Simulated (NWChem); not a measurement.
# CH$_{3}$FGeO, singlet; SMILES C[O][Ge][F]

```xyz
7

Ge     0.3595    -0.6196     0.0012
F     -1.4296    -0.5950    -0.0018
O      0.6274     1.1581    -0.0003
C     -0.3780     2.1624    -0.0021
H     -1.0287     2.0995     0.8970
H      0.1170     3.1555    -0.0107
H     -1.0378     2.0880    -0.8935
```
Atoms are numbered in this order, from 1.

This is a stationary point of PBE-D3(BJ)/def2-SVP (NWChem), point group Cs. Low-valent species are run as closed-shell singlets; no triplet was tried in these runs.

### Question
Is it a minimum? If not, what does it relax to?

### Answer
No. It has an imaginary frequency of 120i cm⁻¹. Following that mode (on a finer grid) lowers the energy by 0.8 kcal/mol and ends, with real frequencies alone, at point group Cs:
```xyz
7

Ge     0.3570    -0.6986     0.0387
F     -1.3339    -0.6730    -0.5521
O      0.5736     1.0656     0.3144
C     -0.3874     2.0882     0.0926
H     -0.5773     2.6306     1.0441
H      0.0142     2.8212    -0.6402
H     -1.3481     1.6838    -0.2905
```
